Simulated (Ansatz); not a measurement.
Ansatz (a quantum-chemistry and plane-wave program) input (B3LYP-D3(BJ)/def2-TZVP):

Ansatz 0.2 input:
```yaml
crystal:
  periodic: [false, false, false]
  atoms:
    - {symbol: C, position_ang: [-1.63525390, -0.44749154, 0.31160415]}
    - {symbol: C, position_ang: [-1.31300260, 0.97314910, 0.05320759]}
    - {symbol: C, position_ang: [0.06565515, 1.40101514, 0.36033821]}
    - {symbol: C, position_ang: [1.03323450, 0.51065182, -0.44858600]}
    - {symbol: C, position_ang: [0.78947383, -0.95921574, -0.13671906]}
    - {symbol: C, position_ang: [-0.64951013, -1.34601143, -0.46743096]}
    - {symbol: S, position_ang: [2.77775577, 0.97664786, -0.14423130]}
    - {symbol: H, position_ang: [-1.51855715, -0.67396365, 1.37782029]}
    - {symbol: H, position_ang: [-2.65935189, -0.68211991, 0.02132097]}
    - {symbol: H, position_ang: [-1.90568501, 1.54136003, -0.64165182]}
    - {symbol: H, position_ang: [0.23305238, 2.44962613, 0.11426274]}
    - {symbol: H, position_ang: [0.29221356, 1.25116130, 1.42311505]}
    - {symbol: H, position_ang: [0.89723646, 0.69781039, -1.51668285]}
    - {symbol: H, position_ang: [1.48324022, -1.57579030, -0.71276293]}
    - {symbol: H, position_ang: [0.98154881, -1.13848028, 0.92523229]}
    - {symbol: H, position_ang: [-0.82373853, -1.22206057, -1.53815937]}
    - {symbol: H, position_ang: [-0.82066258, -2.39357167, -0.21278546]}
    - {symbol: H, position_ang: [2.76022916, 0.71079011, 1.16116056]}
basis:
  gaussian:
    orbitals: def2-TZVP
hamiltonian:
  xc: b3lyp
  dispersion: d3bj
magnetization: {spin_polarized: true, initial_magnetization: 1}
relax: {f_tol: 0.002, max_steps: 150}
```

End of the output:

```
Atom 4 at     0.802513    -0.981688    -0.114160 Å, force     0.000261    -0.000072    -0.000224 eV/Å
Atom 5 at    -0.631524    -1.372545    -0.479566 Å, force     0.000222     0.000169     0.000220 eV/Å
Atom 6 at     2.820076     0.965204    -0.144125 Å, force    -0.001284    -0.000555     0.001588 eV/Å
Atom 7 at    -1.658381    -0.722232     1.293633 Å, force     0.000048     0.000017    -0.000039 eV/Å
Atom 8 at    -2.666270    -0.680183    -0.140948 Å, force    -0.000165     0.000038    -0.000054 eV/Å
Atom 9 at    -2.109236     1.709621    -0.049908 Å, force    -0.000304     0.000351    -0.000031 eV/Å
Atom 10 at     0.235039     2.443220    -0.059425 Å, force    -0.000050    -0.000000    -0.000012 eV/Å
Atom 11 at     0.324736     1.390640     1.339775 Å, force     0.000029    -0.000019     0.000132 eV/Å
Atom 12 at     0.975021     0.623203    -1.527846 Å, force    -0.000671    -0.000154    -0.000037 eV/Å
Atom 13 at     1.519042    -1.618607    -0.634497 Å, force     0.000003     0.000060    -0.000008 eV/Å
Atom 14 at     0.963788    -1.135122     0.958997 Å, force    -0.000041    -0.000116     0.000288 eV/Å
Atom 15 at    -0.760433    -1.289953    -1.563057 Å, force     0.000106     0.000023     0.000088 eV/Å
Atom 16 at    -0.811919    -2.417467    -0.216578 Å, force     0.000041    -0.000056    -0.000007 eV/Å
Atom 17 at     2.805138     0.757373     1.184168 Å, force     0.001087     0.000338    -0.000093 eV/Å
Dipole moment:    -0.335426    -0.146993     0.110077 e Å
```

It need not be the lowest isomer of its formula.
